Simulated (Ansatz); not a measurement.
The same path of AlH7O2Si2 + H2 (14 atoms, charge 0, multiplicity 1) was run twice with different band settings. Lost on the way: H13–H14. Made: Al1–H13, O2–H14.

Level of theory: Ansatz 0.2.0, RKS PBE0-D4/def2-SVP.

Relaxed end points:

```xyz
14
Properties=species:S:1:pos:R:3
Al -0.106 -0.277 0.465
O -0.412 -0.309 2.135
Si -1.007 -0.459 3.661
H -2.235 -1.314 3.674
H 0.015 -1.079 4.558
H -1.365 0.888 4.204
H 1.354 -0.041 -0.058
O -1.332 -0.714 -0.624
Si -2.706 -1.216 -1.379
H -3.093 -2.585 -0.919
H -3.835 -0.280 -1.079
H -2.498 -1.248 -2.859
H -0.890 1.849 0.019
H -0.661 1.947 0.742
```

```xyz
14
Properties=species:S:1:pos:R:3
Al -0.170 0.663 0.020
O -0.243 0.719 1.945
Si -1.433 -0.380 2.626
H -2.841 0.020 2.390
H -1.105 -1.817 2.469
H -1.151 -0.050 4.068
H 1.247 0.056 -0.379
O -1.476 -0.528 0.272
Si -2.561 -1.481 -0.543
H -2.472 -2.888 -0.047
H -3.956 -0.990 -0.321
H -2.266 -1.459 -2.009
H -0.637 2.084 -0.525
H 0.293 1.216 2.574
```

Common settings: movable images 7; climbing image yes; spring 5.0 eV/Å²; optimiser quadratic models (default); start path through a guess of the saddle point; iteration limit 60; end points relaxed.

| run | force threshold |
| --- | --- |
| 1 | 0.03 eV/Å |
| 2 | 0.5 eV/Å |

Q: What does each run give, and how far can it be trusted?

A: Run 1: converged after 43 iterations, highest image 0.992 eV above the first end. A vibrational analysis at the climbing image gives one clearly imaginary mode, 1175i cm⁻¹: a first-order saddle point. Another band between the same ends, with other settings, climbed to 0.660 eV only, so this may not be the lowest route.
Run 2: converged after 5 iterations, highest image 0.660 eV above the first end. The threshold of 0.5 eV/Å is loose, so the images may lie well off the minimum-energy path. The order of the point at the top wasn't checked.
The orbitals stay closed-shell, which can raise the energy where a bond breaks towards radicals; this wasn't checked here.
